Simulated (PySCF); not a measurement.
## Basis and Hamiltonian dependence of the excitation energy of Pb⁺

Pb⁺ [Xe] 4f14 5d10 6s2 6p1 (2P) → Pb⁺ [Xe] 4f14 5d10 6s2 6d1 (2D). Calculated with PySCF 2.14 from differences of total energies of unrestricted determinants, without spin-orbit coupling. Values in eV.

```json
{"basis": "def2-TZVPPD with the def2 core potential (60 electrons)", "Hamiltonian": "ECP", "functions": "56", "UHF": "7.451", "LDA": "7.320", "PBE0": "7.262", "MP2 (valence)": "7.454", "CCSD(T) (valence)": "7.212"}
{"basis": "aug-cc-pVTZ-PP with one added diffuse shell each of d, f type with ECP60MDF", "Hamiltonian": "ECP", "functions": "67", "UHF": "7.432", "LDA": "7.313", "PBE0": "7.252", "MP2 (valence)": "7.377", "CCSD(T) (valence)": "7.138"}
{"basis": "def2-QZVPPD with the def2 core potential (60 electrons)", "Hamiltonian": "ECP", "functions": "88", "UHF": "7.446", "LDA": "7.314", "PBE0": "7.253", "MP2 (valence)": "7.429", "CCSD(T) (valence)": "7.186"}
{"basis": "aug-cc-pVQZ-PP with one added diffuse shell each of s, p, d, f, g type with ECP60MDF", "Hamiltonian": "ECP", "functions": "117", "UHF": "7.439", "LDA": "7.307", "PBE0": "7.244", "MP2 (valence)": "7.397", "CCSD(T) (valence)": "n/a"}
{"basis": "aug-cc-pVQZ-DK3", "Hamiltonian": "spin-free X2C", "functions": "118", "UHF": "7.524", "LDA": "n/a", "PBE0": "n/a", "MP2 (valence)": "7.459", "CCSD(T) (valence)": "7.193"}
{"basis": "aug-cc-pwCVTZ-DK3 with one added diffuse shell each of s, d, f type", "Hamiltonian": "spin-free X2C", "functions": "138", "UHF": "7.470", "LDA": "n/a", "PBE0": "n/a", "MP2 (valence)": "n/a", "CCSD(T) (valence)": "n/a"}
```

Frozen in the all-electron rows: valence: [Xe] 4f14 5d10; with a core potential, the same shells as far as they lie outside it.

Reference for a calculation without spin-orbit coupling: 7.425 eV (measured, between term centres; NIST).
